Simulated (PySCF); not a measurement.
silanone (H2OSi), SMILES O=[SiH2]. Geometry: B3LYP-D3(BJ)/def2-TZVP.

TDDFT-PBE/def2-TZVPD (PySCF) puts the lowest singlet excitations at 3.74, 5.54, 5.74, 5.79, 6.57, 6.71 eV.

### Question
What are the lowest excitation roots from ADC(2)/aug-cc-pVDZ run with PySCF 2.14.0? (Estimate from the structure and the level; the computed values follow.)

### Answer
3.68, 5.50, 5.69, 5.79, 6.41, 6.98 eV. S1 differs by -0.06 eV (second minus first; roots are paired by order, and the bases may differ).
